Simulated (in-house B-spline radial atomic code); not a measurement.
Values are calculated unless marked as measured or tabulated.
From levels and matrix elements to observables: Mg X (Mg9+)

One electron outside the 1s2 core, from a B-spline radial code for spherical atoms: Brueckner orbitals with a screened correlation potential on Dirac-Hartree-Fock, Breit and QED terms for the lowest states, dipole elements in length form with static core polarisation. The core's own polarisability, by RPA, is 0.0004869 bohr³.

| state | removal energy (cm⁻¹) | size of the reduced dipole element to 2s1/2 (a.u.) |
| --- | --- | --- |
| 2s1/2 | 2963926 | - |
| 3s1/2 | 1281271 | - |
| 2p1/2 | 2803974 | 0.4096 |
| 2p3/2 | 2800000 | 0.5802 |
| 3p1/2 | 1237411 | 0.2031 |
| 3p3/2 | 1236239 | 0.2859 |

Use R = 109737.3 cm⁻¹, 1 hartree = 219474.6 cm⁻¹, c = 137.036 and 1 a.u. of rate = 4.1341e16 s⁻¹.

Q: Find the quantum defects of the two s states and predict 4s1/2.

A: With n* = 10 √(R/E): 2s1/2 has n* = 1.9242, δ = 0.0758; 3s1/2 has n* = 2.9266, δ = 0.0734. Ritz's form δ = δ0 + b/n*² gives b = 0.016, δ0 = 0.0716, so with n* ≈ 4 − 0.0734, δ = 0.0726 and E = R × 10²/(4 − 0.0726)² = 711463 cm⁻¹. The program finds 711572 cm⁻¹.

Q: What are the wavelength, oscillator strength and rate of 2s1/2–2p3/2?

A: ΔE = 163926 cm⁻¹ = 0.74690 hartree, λ = 61.003 nm in vacuum. f = (2/3) ΔE D²/(2j + 1 of the lower state) = (2/3) × 0.74690 × 0.5802²/2 = 0.0838. A = (4/3) ΔE³ D²/(c³ (2j' + 1)) = 1.8169e-08 a.u. = 7.511e+08 s⁻¹, a partial lifetime of 1.331 ns.

Q: Estimate the static polarisability of 2s1/2.

A: Each p state adds (2/3) D²/(2 ΔE): 2p1/2 0.07673, 2p3/2 0.1502, 3p1/2 0.001748, 3p3/2 0.003461. With the core the sum is 0.2327 bohr³. The program's sum over the whole spectrum, Pauli blocking of the core included, is 0.2346.
